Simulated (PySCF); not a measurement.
## `COc1cccc2c1Sc1ccccc1S2`, C13H10OS2

Cartesian coordinates in Å; atom numbers follow the order of the lines, from 1:
```xyz
26

C    -3.562    1.893   -1.018
O    -2.296    1.280   -1.057
C    -2.069    0.197   -0.273
C    -2.981   -0.365    0.610
C    -2.630   -1.482    1.353
C    -1.378   -2.045    1.230
C    -0.463   -1.498    0.337
C    -0.798   -0.383   -0.410
S     0.289    0.367   -1.590
C     1.847    0.206   -0.756
C     2.759    1.244   -0.895
C     4.011    1.158   -0.316
C     4.353    0.041    0.430
C     3.441   -0.985    0.592
C     2.192   -0.913   -0.011
S     1.107   -2.304    0.174
H    -3.787    2.290   -0.023
H    -3.509    2.715   -1.730
H    -4.351    1.198   -1.323
H    -3.966    0.059    0.723
H    -3.347   -1.913    2.034
H    -1.096   -2.916    1.801
H     2.476    2.108   -1.477
H     4.717    1.964   -0.445
H     5.328   -0.033    0.886
H     3.691   -1.862    1.169
```

Computed, not measured: PySCF 2.14.0, quadratic response wB97X-D/def2-SVPD first hyperpolarisability, Taylor convention, gas phase. Geometry: GFN2-xTB.

**Question.** Give the tensor of the second harmonic β(−2ω;ω,ω) at 800 nm in the axes of these coordinates.

**Answer.** In au, Taylor convention; rows are the first index (the induced dipole):
|  | xx | yy | zz | xy | xz | yz |
| --- | --- | --- | --- | --- | --- | --- |
| x | -100.1 | -78.0 | +25.3 | -115.9 | -204.2 | +13.0 |
| y | -146.6 | +154.8 | +116.8 | -81.5 | +22.7 | -57.0 |
| z | -175.4 | -49.8 | +8.7 | +12.0 | +17.3 | +112.0 |

Norm of βᵢ = ⅓ Σⱼ (βᵢⱼⱼ + βⱼᵢⱼ + βⱼⱼᵢ): 322.2 au, hyper-Rayleigh value 180.7 au.
